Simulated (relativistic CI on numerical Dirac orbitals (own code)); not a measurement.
## Cu4+ in a cubic cluster: 3p photoemission with charge transfer

Computed with a charge-transfer multiplet model of a cubic metal-ligand cluster with up to 3 ligand holes, Slater and spin-orbit integrals from Dirac-Coulomb-Breit ions, Slater integrals scaled by 0.7. The ground state mixes d7 with configurations of k ligand holes L, whose averages lie at kΔ + k(k − 1)U_dd/2; a core hole lowers each added d electron by U_cd. 300 K, Lorentzian 0.9 eV and Gaussian 0.8 eV FWHM.

Atomic integrals in eV (Slater integrals scaled, ζ unscaled), ground: F2dd 10.358, F4dd 6.495, zeta_d 0.120; with the core hole: F2dd 10.991, F4dd 6.920, zeta_d 0.129, zeta_core 1.819, F2cd 11.307, G1cd 13.803, G3cd 8.529.

Cluster parameters (eV): Δ = -1.6, U_dd = 7.8, U_cd = 9, 10Dq = 1.6, 10Dq(ligand) = 1, final-state hopping factor = 1.

Weights, n_d and S are thermal averages at 300 K. Binding energies count from the first peak over 30 % of the highest in each spectrum, which can be another peak from case to case. The parameters are a model scan and need not match a compound or its usual spin state. Peaks in eV (height, largest 100): 0.0 (100), 6.5 (43), 10.0 (31), 13.1 (26), 15.5 (18), 18.9 (12), 21.6 (12).

**Question.** Which parameters give this spectrum?
A. V(eg) = 1 eV, V(t2g) = -0.49 eV
B. V(eg) = 1.9 eV, V(t2g) = -0.93 eV
C. V(eg) = 2.5 eV, V(t2g) = -1.22 eV
D. V(eg) = 2.8 eV, V(t2g) = -1.37 eV
E. V(eg) = 1.3 eV, V(t2g) = -0.64 eV

**Answer.** B. V(eg) = 1.9 eV, V(t2g) = -0.93 eV; the ground state then has 7.86 d electrons and S = 0.51. The choice follows from running the model for each set and comparing peak positions and heights.
